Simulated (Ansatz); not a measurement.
Calculated with Ansatz (gas phase, PBE0-D4/def2-TZVP geometries, no zero-point term in ΔE). CBS: MP2 limit from def2 TZ/QZ plus the TZ coupled-cluster correction, frozen cores. This one scheme is used for every species. Functionals use def2-TZVPP. HSE06 is defined as in plane-wave codes. One conformer a species, not always the lowest.

`O=C=N[SiH2]Cl` + H–F → `O=C=N[SiH2]F` + HCl  (ligand exchange at the Si–Cl bond)

(1) Is it downhill or uphill in electronic energy at CCSD(T)/CBS, and by how much? (Best estimate.)

(2) What do these levels give: B97M-V, r2SCAN0-D4, HSE06-D4, B2PLYP, MP2/def2-SVP, CCSD/def2-SVP, CCSD(T)/def2-SVP, MP2/def2-TZVPP, SCS-MP2/def2-TZVPP, CCSD/def2-TZVPP, CCSD(T)/def2-TZVPP, SCS-MP2/def2-QZVPP? (Best estimate.)

Largest T1 diagnostic among the species: 0.015.

Answers

(1) Computed: Downhill: ΔE = -9.9 kcal/mol.

(2) Computed: B97M-V -11.6, r2SCAN0-D4 -10.2, HSE06-D4 -8.5, B2PLYP -11.6, MP2/def2-SVP -10.5, CCSD/def2-SVP -11.4, CCSD(T)/def2-SVP -11.1, MP2/def2-TZVPP -9.6, SCS-MP2/def2-TZVPP -11.1, CCSD/def2-TZVPP -11.5, CCSD(T)/def2-TZVPP -10.9, SCS-MP2/def2-QZVPP -10.6 kcal/mol.

At CCSD(T), def2-SVP lies −1.2 kcal/mol from the extrapolated value and def2-TZVPP −1.0 kcal/mol. In def2-TZVPP, CCSD(T) changes the Hartree–Fock value by +2.8 kcal/mol (the triples alone add +0.6 kcal/mol) and MP2 by +4.1 kcal/mol.
